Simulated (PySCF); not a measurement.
Bromine: highly charged ions in a basis for the neutral atom

Br⁶⁺ [Ar] 3d10 4s1, Br⁷⁺ [Ar] 3d10. All numbers are calculated (PySCF 2.14, the non-relativistic Hamiltonian (point nucleus), in 6-31G*). No spin-orbit coupling, so a gap to NIST mixes the basis error with missing relativistic terms.

Changed run: basis of the neutral atom used for a highly charged ion. This setting is unsound on purpose.

```json
{"species": "Br⁶⁺", "method": "UHF", "sound run (hartree)": "not run", "changed run (hartree)": "-2562.71955", "converged": "yes"}
{"species": "Br⁶⁺", "method": "BP86", "sound run (hartree)": "not run", "changed run (hartree)": "-2564.42954", "converged": "yes"}
{"species": "Br⁶⁺", "method": "MN15", "sound run (hartree)": "not run", "changed run (hartree)": "-2564.54748", "converged": "yes"}
{"species": "Br⁷⁺", "method": "UHF", "sound run (hartree)": "not run", "changed run (hartree)": "-2559.05129", "converged": "yes"}
{"species": "Br⁷⁺", "method": "BP86", "sound run (hartree)": "not run", "changed run (hartree)": "-2560.69514", "converged": "yes"}
{"species": "Br⁷⁺", "method": "MN15", "sound run (hartree)": "not run", "changed run (hartree)": "-2560.86426", "converged": "yes"}
```

Ionisation energy of Br⁶⁺:

```
method  changed run (eV)      NIST (eV)
   UHF            99.818  103.03 ± 0.19
  BP86            101.62  103.03 ± 0.19
  MN15            100.23  103.03 ± 0.19
```

The contracted functions were made for the neutral atom and can be too rigid for a highly charged ion.
